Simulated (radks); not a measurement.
Values are calculated unless marked as measured or tabulated.
Task: The mean radii <r> (bohr) of the occupied orbitals of an atom or ion are listed with their occupations. Level of theory: Dirac Kohn-Sham, BLYP, spin-unpolarised, spherical densities, finite nucleus; Fermi nuclear charge, rms radius of each element as measured or else 0.836 A^(1/3) + 0.57 fm (a radial shooting solver on a logarithmic mesh with Libxc functionals).

orbital  occ.      <r>
1s1/2       2  0.06354
2s1/2       2   0.2929
2p1/2       2   0.2577
2p3/2       4   0.2605
3s1/2       2   0.8949
3p1/2       1   0.9458
3p3/2       4   0.9544
3d3/2       4    1.206
3d5/2       1    1.210

Name the element and its charge.

Result: Z = 24, chromium, charge +2: Cr2+ in [Ne] 3s2 3p(1/2: 1, 3/2: 4) 3d(3/2: 4, 5/2: 1). The 1s radius gives Z: for a bare nucleus <r> = (2 gamma + 1)/(2Z) with gamma = sqrt(1 - (Z/c)^2), 0.06186 bohr for Z = 24, and screening makes it slightly larger (0.06354 here). The occupations add up to 22, and the charge is Z minus that.
